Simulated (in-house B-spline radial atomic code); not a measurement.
**RPA and G0W0 on LC-wPBE: Be II (Be+)**

Configuration [He] 2s1, highest spin, mean-field start LC-wPBE. Computed with a B-spline radial code for spherical atoms: all electrons, scalar-relativistic (spin-free one-electron X2C), finite nucleus, each spin shell either full or empty, empty states to l = 9 with an (l + 1/2)⁻⁴ tail; G0W0 by contour deformation at full frequency.

RPA overbinds a lone outer s electron by self-correlation, and G0W0 tends to as well.

Command:
```bash
python run_gw.py task.json out
```
Settings (radii: box in bohr, nucleus in fm):
```
Z                        4
electrons                3
configuration            [He] 2s1
hamiltonian              x2c
method                   lc_wpbe
lmax                     9
rms_radius               2.519
spin_polarised           True
box_radius               23.78
intervals                73
ion_configuration        1s2
```

Run time, properties included: 2.6 s on 1 thread of Arm Neoverse N1, with other jobs on the host.

Energies (hartree):

```
                                     term      value
                         mean-field total  -14.31196
Hartree-Fock functional on these orbitals  -14.27788
                      direct second order   -0.11467
                    second-order exchange   0.065704
                         SOSEX correction   0.060178
```

(1) What is the RPA correlation energy, and what remains with SOSEX?

Quasi-particle levels (eV):

```csv
level,occupied,mean field,Σx - vxc,Σc,QP weight,G0W0
2s up,yes,-18.163,0.02,?,?,?
2s down,no,-8.383,0.84,-1.26,0.951,-8.803
```

G0W0 = mean field + (Σx - vxc) + Σc, with Σc (partial-wave tail included) taken at the quasi-particle energy. Levels of low weight are left out.

(2) Where does G0W0 put 2s up?

(3) What does it cost to remove one electron (to 1s2) by differences of total energies, each species on its own start (correlation terms add to the Hartree-Fock functional)?

Results:

(1) RPA gives -0.10583 hartree (-0.96 eV per electron); RPA + SOSEX gives -0.045652, and the second-order doubles -0.048965 hartree (no singles). SOSEX takes back 57 % of the RPA value.

(2) At -18.841 eV, with Σc = -0.70 eV and a quasi-particle weight of 0.966. The tabulated removal energy is 18.211 eV (NIST, measured).

(3) LC-wPBE 18.538 eV, Hartree-Fock functional 18.118 eV, + RPA 18.662 eV, + RPA + SOSEX 18.193 eV, + second order 18.204 eV. Tabulated: 18.211 eV (NIST, measured).
